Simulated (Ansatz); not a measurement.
Reaction (ligand exchange at the Si–C bond): `C=CC([SiH3])=S` + `NN` → `NN[SiH3]` + `C=CC=S`

Program: Ansatz. Geometries: PBE0-D4/def2-TZVP. ΔE: electronic, gas phase. CCSD(T)/CBS is the MP2 limit (def2-TZVPP, def2-QZVPP) plus CCSD(T) − MP2 in def2-TZVPP, frozen cores. This one scheme is used for every species. Functionals use def2-TZVPP. One conformer a species, not always the lowest.

| level | ΔE (kJ/mol) |
| --- | --- |
| PBE | -56.7 |
| CCSD/CBS(def2) | -59.9 |

Problem. What does CCSD(T)/CBS give? (Estimate.)

Solution. The calculation gave: -55.7 kJ/mol. The listed levels differ from it by -1.0, -4.2 kJ/mol.

Largest T1 diagnostic among the species: 0.017.

The D4 term adds +6.6 kJ/mol with B3LYP and +3.6 kJ/mol with PBE0; it sums over pairs of atoms, weighted by their polarisabilities, and B3LYP, whose exchange is more repulsive, gets the larger term. In def2-TZVPP, CCSD(T) changes the Hartree–Fock value by +20.2 kJ/mol (the triples alone add +4.2 kJ/mol) and MP2 by +20.1 kJ/mol.

B3LYP here is the variant with VWN-RPA as its local correlation; programs differ in this.
